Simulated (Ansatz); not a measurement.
Input (CCSDT(Q)/def2-SVP; Ansatz, a program for electronic structure):

Ansatz 0.2 input:
```yaml
crystal:
  periodic: [false, false, false]
  atoms:
    - {symbol: Sr, position_ang: [-0.33406487, -0.84412677, -0.58536016]}
    - {symbol: Cl, position_ang: [1.34919293, 1.19623489, -0.26723016]}
    - {symbol: Cl, position_ang: [-0.60245968, 0.69063672, 1.57568229]}
basis:
  gaussian:
    orbitals: def2-SVP
total_charge: 1
magnetization: {spin_polarized: true, initial_magnetization: 1}
correlation: {method: ccsdt_q, electrons: outside_noble_gas}
```

Output:

```
Functional definition: HF
integrals: 0.07 GiB planned
1017 factors; integrals over basis functions are off by at most 1.3e-7 eV
mean field: 0.22 GiB planned
mean field evaluation 1: about -25819.5807 eV, gradient 1.8e1 eV
mean field evaluation 2: about -25819.6132 eV, gradient 1.8e1 eV
mean field evaluation 4: about -25821.7555 eV, gradient 9.6e-1 eV
mean field evaluation 8: about -25821.7672 eV, gradient 2.0e-3 eV
mean field evaluation 16: about -25820.5242 eV, gradient 7.0e0 eV
mean field evaluation 32: about -25820.1742 eV, gradient 1.0e0 eV
mean field evaluation 64: about -25819.0202 eV, gradient 1.6e-2 eV
mean field evaluation 96: about -25819.2027 eV, gradient 6.5e0 eV
mean field evaluation 128: about -25819.0200 eV, gradient 1.9e-1 eV
mean field -25821.76715700 eV, -948.9324403972 hartree, gradient 5.3e-6 eV, S^2 0.769828; 8 other end points of the search recorded, 0 dependent functions left out
determinant -25821.76715700 eV, -948.9324403972 hartree, with singles and doubles -25829.86107098 eV, -949.2298862500 hartree
determinant -25820.18558236 eV, -948.8743186015 hartree, with singles and doubles -25828.40377387 eV, -949.1763315689 hartree
determinant -25819.39063727 eV, -948.8451049083 hartree, with singles and doubles -25827.65843334 eV, -949.1489408097 hartree
determinant -25819.02016913 eV, -948.8314904552 hartree, with singles and doubles -25827.40250164 eV, -949.1395354931 hartree
determinant -25818.86500727 eV, -948.8257883619 hartree, with singles and doubles -25827.21209477 eV, -949.1325381696 hartree
14 core orbitals not correlated
reference -25821.76715700 eV, -948.9324403972 hartree; 8, 7 occupied and 37, 38 virtual orbitals, 1017 factors
second order -7.38683219 eV of doubles, -0.00000000 eV of singles
coupled cluster: 1.52 GiB planned
cycle   1  -7.89416592 eV  change   -5.9e-1 eV  update   6.7e-2
cycle   2  -8.16983807 eV  change   -2.8e-1 eV  update   3.0e-2
cycle   3  -8.29430724 eV  change   -1.2e-1 eV  update   1.8e-2
cycle   4  -8.29072957 eV  change    3.6e-3 eV  update   6.2e-3
cycle   5  -8.28884040 eV  change    1.9e-3 eV  update   3.1e-3
cycle   6  -8.28904148 eV  change   -2.0e-4 eV  update   1.4e-3
cycle   7  -8.28910670 eV  change   -6.5e-5 eV  update   6.0e-4
cycle   8  -8.28922570 eV  change   -1.2e-4 eV  update   2.7e-4
cycle   9  -8.28933099 eV  change   -1.1e-4 eV  update   1.6e-4
cycle  10  -8.28928350 eV  change    4.7e-5 eV  update   8.9e-5
cycle  11  -8.28921550 eV  change    6.8e-5 eV  update   5.7e-5
cycle  12  -8.28924754 eV  change   -3.2e-5 eV  update   3.7e-5
cycle  13  -8.28925732 eV  change   -9.8e-6 eV  update   2.3e-5
cycle  14  -8.28927556 eV  change   -1.8e-5 eV  update   1.4e-5
cycle  15  -8.28928141 eV  change   -5.9e-6 eV  update   7.2e-6
cycle  16  -8.28928029 eV  change    1.1e-6 eV  update   4.0e-6
cycle  17  -8.28928029 eV  change   7.0e-11 eV  update   2.3e-6
cycle  18  -8.28928046 eV  change   -1.7e-7 eV  update   1.1e-6
perturbative correction -0.01740579 eV, -0.0006396512 hartree
WARN: these amplitudes may be one of several solutions (largest doubles amplitude 0.05, level shift 0.43 eV)
Total energy: -25830.07384325 eV, -949.2377054866 hartree
```

The run carries these doubts: other roots.
